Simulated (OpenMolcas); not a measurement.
**How basis sets differ on CH5BN2 (SMILES B1NCN1)**

The species is CH5BN2 (9 atoms), meant as a singlet with charge 0. As SMILES, `B1NCN1`. The coordinates come from a PBE0-D4/def2-TZVP relaxation.

Quantity: the HOMO–LUMO gap, in eV. The values are calculated.

| level | kind | program | value (eV) | CPU time |
| --- | --- | --- | --- | --- |
| HF/ANO-RCC-MB (DKH2) | Hartree–Fock | OpenMolcas | 16.71 | 1.9 s |
| HF/STO-3G | Hartree–Fock | OpenMolcas | 17.86 | 3.4 s |
| HF/3-21G | Hartree–Fock | OpenMolcas | 15.68 | 4.5 s |
| HF/ANO-RCC-VDZ (DKH2, RICD fitting) | Hartree–Fock | OpenMolcas | 13.09 | 3.2 s |
| HF/def2-SVPD | Hartree–Fock | OpenMolcas | 12.75 | 35 s |

The values span 12.75 to 17.86 eV. A Hartree–Fock LUMO above zero doesn't converge with the basis: it sinks as sets grow more diffuse. Orbital gaps aren't excitation energies. CPU times are rough (shared hosts, several kinds of processor and program).
